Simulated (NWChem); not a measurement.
System: C$_{3}$H$_{7}$FSi; SMILES FC1C[SiH2]C1

The following NWChem deck was run.

```
start job
memory heap 200 mb stack 900 mb global 1100 mb
geometry units angstroms noautosym nocenter noautoz
  F     -0.067256     2.179527     0.000000
  C     -0.487440     0.853183     0.000000
  C      0.029244     0.021808     1.195277
  Si     0.034734    -1.471720     0.000000
  C      0.029244     0.021808    -1.195277
  H     -1.602408     0.863690     0.000000
  H     -0.553921     0.070391     2.133107
  H      1.081859     0.308664     1.404063
  H      1.223335    -2.391040     0.000000
  H     -1.231204    -2.282105     0.000000
  H     -0.553921     0.070391    -2.133107
  H      1.081859     0.308664    -1.404063
end
basis spherical
  * library sto-3g
end
dft
  xc b3lyp
  iterations 150
end
property
  response 1 0.0773
end
task dft property
```

Output (shortened):

```
             Northwest Computational Chemistry Package (NWChem) 7.3.0
             --------------------------------------------------------

                             Geometry "geometry" -> ""
                             -------------------------

 Output coordinates in angstroms (scale by  1.889725989 to convert to a.u.)

  No.       Tag          Charge          X              Y              Z
 ---- ---------------- ---------- -------------- -------------- --------------
    1 F                    9.0000    -0.06725600     2.17952700     0.00000000
    2 C                    6.0000    -0.48744000     0.85318300     0.00000000
    3 C                    6.0000     0.02924400     0.02180800     1.19527700
    4 Si                  14.0000     0.03473400    -1.47172000     0.00000000
    5 C                    6.0000     0.02924400     0.02180800    -1.19527700
    6 H                    1.0000    -1.60240800     0.86369000     0.00000000
    7 H                    1.0000    -0.55392100     0.07039100     2.13310700
    8 H                    1.0000     1.08185900     0.30866400     1.40406300
    9 H                    1.0000     1.22333500    -2.39104000     0.00000000
   10 H                    1.0000    -1.23120400    -2.28210500     0.00000000
   11 H                    1.0000    -0.55392100     0.07039100    -2.13310700
   12 H                    1.0000     1.08185900     0.30866400    -1.40406300

 Effective nuclear repulsion energy (a.u.)     231.7083716430

                              NWChem Property Module
                              ----------------------

                                 NWChem DFT Module
                                 -----------------

 Summary of "ao basis" -> "ao basis" (spherical)
 ------------------------------------------------------------------------------
       Tag                 Description            Shells   Functions and Types
 ---------------- ------------------------------  ------  ---------------------
 F                           sto-3g                  3        5   2s1p
 C                           sto-3g                  3        5   2s1p
 Si                          sto-3g                  5        9   3s2p
 H                           sto-3g                  1        1   1s

            General Information
            -------------------
          SCF calculation type: DFT
          Wavefunction type:  closed shell.
          No. of atoms     :    12
          No. of electrons :    48
           Alpha electrons :    24
            Beta electrons :    24
          Charge           :     0
          Spin multiplicity:     1
          Use of symmetry is: off; symmetry adaption is: off
          Maximum number of iterations: 150
          AO basis - number of functions:    36
                     number of shells:    24
          Convergence on energy requested:  1.00D-06
          Convergence on density requested:  1.00D-05
          Convergence on gradient requested:  5.00D-04

              XC Information
              --------------
                         B3LYP Method XC Potential
                     Hartree-Fock (Exact) Exchange  0.200
                        Slater Exchange Functional  0.800 local
                    Becke 1988 Exchange Functional  0.720 non-local
              Lee-Yang-Parr Correlation Functional  0.810
                  VWN I RPA Correlation Functional  0.190 local

             Grid Information
             ----------------
          Grid used for XC integration:  medium
          Radial quadrature: Mura-Knowles
          Angular quadrature: Lebedev.
          Tag              B.-S. Rad. Rad. Pts. Rad. Cut. Ang. Pts.
          ---              ---------- --------- --------- ---------
          F                   0.50       49          11.0       434
          C                   0.70       49          10.0       434
          Si                  1.10       88           8.0       590
          H                   0.35       45          11.0       434
          Grid pruning is: on
          Number of quadrature shells:   599
          Spatial weights used:  Erf1

      Superposition of Atomic Density Guess
      -------------------------------------

 Sum of atomic energies:        -498.25320286

      Non-variational initial energy
      ------------------------------

 Total energy =    -498.747474
 1-e energy   =   -1156.926522
 2-e energy   =     426.470676
 HOMO         =      -0.141881
 LUMO         =       0.394434

   convergence    iter        energy       DeltaE   RMS-Dens  Diis-err
 ---------------- ----- ----------------- --------- --------- ---------
 d= 0,ls=0.0,diis     1   -501.5279109812 -7.33D+02  4.40D-02  5.68D-01
 d= 0,ls=0.0,diis     2   -501.5157018889  1.22D-02  2.42D-02  7.88D-01
 d= 0,ls=0.0,diis     3   -501.6329049027 -1.17D-01  2.21D-03  2.11D-03
 d= 0,ls=0.0,diis     4   -501.6331309498 -2.26D-04  9.93D-04  9.88D-04
 d= 0,ls=0.0,diis     5   -501.6333029835 -1.72D-04  1.32D-04  1.14D-05
  Resetting Diis
 d= 0,ls=0.0,diis     6   -501.6333045226 -1.54D-06  4.55D-05  2.04D-06
 d= 0,ls=0.0,diis     7   -501.6333048892 -3.67D-07  3.54D-06  3.83D-09

         Total DFT energy =     -501.633304889235
      One electron energy =    -1154.973055312691
           Coulomb energy =      472.060576886479
    Exchange-Corr. energy =      -50.429198106021
 Nuclear repulsion energy =      231.708371642998

 Numeric. integr. density =       48.000014977669

                       DFT Final Molecular Orbital Analysis
                       ------------------------------------

 Vector   22  Occ=2.000000D+00  E=-2.368456D-01
              MO Center=  7.2D-03, -4.1D-01,  6.1D-11, r^2= 2.5D+00
   Bfn.  Coefficient  Atom+Function         Bfn.  Coefficient  Atom+Function
  ----- ------------  ---------------      ----- ------------  ---------------
    24      0.450154   4 Si pz               14     -0.354727   3 C  py
    28      0.354727   5 C  py               15     -0.309253   3 C  pz
    29     -0.309253   5 C  pz               12      0.205406   3 C  s
    26     -0.205406   5 C  s                20     -0.184202   4 Si pz
    31     -0.182349   7 H  s                35      0.182349  11 H  s

 Vector   23  Occ=2.000000D+00  E=-1.587300D-01
              MO Center= -6.8D-02,  1.7D+00,  9.0D-09, r^2= 1.5D+00
   Bfn.  Coefficient  Atom+Function         Bfn.  Coefficient  Atom+Function
  ----- ------------  ---------------      ----- ------------  ---------------
     5      0.906756   1 F  pz               14     -0.202192   3 C  py
    28      0.202192   5 C  py               24      0.153621   4 Si pz
    15      0.138201   3 C  pz               29      0.138201   5 C  pz
    10     -0.117458   2 C  pz               12     -0.096243   3 C  s
    26      0.096243   5 C  s                13      0.068452   3 C  px

 Vector   24  Occ=2.000000D+00  E=-1.573473D-01
              MO Center= -1.8D-01,  1.8D+00, -9.6D-09, r^2= 1.5D+00
   Bfn.  Coefficient  Atom+Function         Bfn.  Coefficient  Atom+Function
  ----- ------------  ---------------      ----- ------------  ---------------
     3      0.845753   1 F  px                4     -0.322487   1 F  py
    30      0.280393   6 H  s                14     -0.169045   3 C  py
    28     -0.169045   5 C  py                8     -0.115715   2 C  px
    23      0.101259   4 Si py               33     -0.089080   9 H  s
    21      0.087143   4 Si s                15      0.068959   3 C  pz

 Vector   25  Occ=0.000000D+00  E= 2.321145D-01
              MO Center=  2.0D-02, -1.1D+00,  2.8D-09, r^2= 2.0D+00
   Bfn.  Coefficient  Atom+Function         Bfn.  Coefficient  Atom+Function
  ----- ------------  ---------------      ----- ------------  ---------------
    24      1.039417   4 Si pz               12     -0.436751   3 C  s
    26      0.436751   5 C  s                14      0.425741   3 C  py
    28     -0.425741   5 C  py               20     -0.316068   4 Si pz
    15      0.230373   3 C  pz               29      0.230373   5 C  pz
    10      0.147917   2 C  pz               11      0.081449   3 C  s

 Vector   26  Occ=0.000000D+00  E= 2.413566D-01
              MO Center=  2.5D-01, -1.3D+00, -3.4D-09, r^2= 3.1D+00
   Bfn.  Coefficient  Atom+Function         Bfn.  Coefficient  Atom+Function
  ----- ------------  ---------------      ----- ------------  ---------------
    21      1.125279   4 Si s                33     -0.748707   9 H  s
    34     -0.484922  10 H  s                14      0.403198   3 C  py
    28      0.403198   5 C  py                9      0.272602   2 C  py
    17     -0.228442   4 Si s                 4      0.226156   1 F  py
    12     -0.219819   3 C  s                26     -0.219819   5 C  s

[...]

 DFT Linear Response polarizability / au
 Frequency  =       0.0773000 / au
 Wavelength =     589.4353558 / nm
              X              Y              Z
 -----------------------------------------------
 X      26.1128816     -0.3389420     -0.0000000
 Y      -0.3389314     34.7975856      0.0000000
 Z      -0.0000000      0.0000000     25.3922713
 -----------------------------------------------
 Eigenvalues =      26.0996737     34.8107935     25.3922713
 Isotropic   =      28.7675795
 Anisotropic =       9.0854991
 -----------------------------------------------

 Magnetic Dipole Response Matrix (nonzero elements):

 Exiting AOResponse driver routine
```

Level: B3LYP/STO-3G. STO-3G and 3-21G are far too small for this property and stand as cheap habits. All runs use the structure optimised with PBE-D3(BJ)/def2-SVP. No frequency run checked for a minimum.
